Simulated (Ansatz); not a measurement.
Mulliken charges of `[SeH][Sn]([SeH])([SeH])[SeH]` from ωB97M-V/def2-TZVPP in Ansatz (PBE0-D4/def2-TZVP geometry).

```csv
atom,x (Å),y (Å),z (Å),charge (e)
Se1,-0.526,1.464,-2.309,-0.228
Sn2,0.228,0.112,-0.315,0.558
Se3,2.675,-0.331,-0.746,-0.228
Se4,-1.150,-2.005,-0.170,-0.230
Se5,-0.025,1.355,1.874,-0.230
H6,-1.514,2.171,-1.483,0.088
H7,2.592,-1.611,-0.028,0.088
H8,-0.742,-2.195,1.229,0.091
H9,-1.449,0.995,1.933,0.091
```

Q: By hand: the dipole of these point charges (1 e Å = 4.8032 D).

A: Σ q r = (-0.197, -0.106, 0.284) e Å, of length 0.362 e Å = 1.74 D.

Q: How does the dipole of the full density compare? (Estimate.)

A: Computed: (-0.144, -0.078, 0.208) e Å, 1.27 D; the point charges give 1.37 times that, at 0° from its direction.

Point charges leave out the atoms' own dipoles, such as those of lone pairs, and Mulliken's split depends on the basis, so the two needn't agree.
